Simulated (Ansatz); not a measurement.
Total energies of C2H6ClFSi, SMILES `CC(F)([SiH3])Cl`.

```json
{"atom": "C1", "x (Å)": "1.419", "y (Å)": "-0.231", "z (Å)": "0.058"}
{"atom": "C2", "x (Å)": "-0.007", "y (Å)": "-0.358", "z (Å)": "0.519"}
{"atom": "F3", "x (Å)": "-0.080", "y (Å)": "0.036", "z (Å)": "1.837"}
{"atom": "Si4", "x (Å)": "-1.304", "y (Å)": "0.623", "z (Å)": "-0.489"}
{"atom": "Cl5", "x (Å)": "-0.508", "y (Å)": "-2.085", "z (Å)": "0.450"}
{"atom": "H6", "x (Å)": "2.070", "y (Å)": "-0.842", "z (Å)": "0.687"}
{"atom": "H7", "x (Å)": "1.517", "y (Å)": "-0.560", "z (Å)": "-0.977"}
{"atom": "H8", "x (Å)": "1.731", "y (Å)": "0.813", "z (Å)": "0.131"}
{"atom": "H9", "x (Å)": "-0.949", "y (Å)": "2.065", "z (Å)": "-0.424"}
{"atom": "H10", "x (Å)": "-1.248", "y (Å)": "0.153", "z (Å)": "-1.894"}
{"atom": "H11", "x (Å)": "-2.641", "y (Å)": "0.388", "z (Å)": "0.102"}
```

Charge 0, multiplicity 1. The geometry is a stationary point of PBE0-D4/def2-TZVP. Basis def2-TZVPP, the Gaussian-basis code of Ansatz.

RPA on PBE orbitals: Hartree–Fock energy of these orbitals -927.11973 Eh, correlation -1.51487 Eh (frozen core).

| functional | energy without D4 (Eh) | D4 term (kJ/mol) |
| --- | --- | --- |
| LDA (SPW92) | -925.40906 | – |
| PBE | -928.90060 | -24.9 |
| revPBE | -929.24018 | -76.3 |
| BLYP | -929.38371 | -55.1 |
| r2SCAN | -929.29986 | -6.0 |
| B97M-V | -929.21806 | – |
| PBE0 | -928.97910 | -21.0 |
| B3LYP | -929.48769 | -40.3 |
| r2SCANh | -929.28806 | -6.4 |
| r2SCAN0 | -929.27167 | -7.1 |
| HSE06 (plane-wave form) | -928.95577 | -19.5 |
| BHLYP | -929.35752 | -30.5 |
| CAM-B3LYP | -929.39852 | -21.3 |
| LC-ωPBE | -929.12920 | – |
| ωB97X-V | -929.28016 | – |
| ωB97M-V | -929.33169 | – |
| B2PLYP | -929.06566 | – |
| PBE-QIDH | -928.78861 | – |

B3LYP takes the VWN-RPA correlation (the form of Gaussian; ORCA's B3LYP/G). HSE06 is the plane-wave form, built on full-range PBE exchange. The double hybrids freeze the cores in their second-order part.

LC-ωPBE has ω = 0.4 bohr⁻¹.
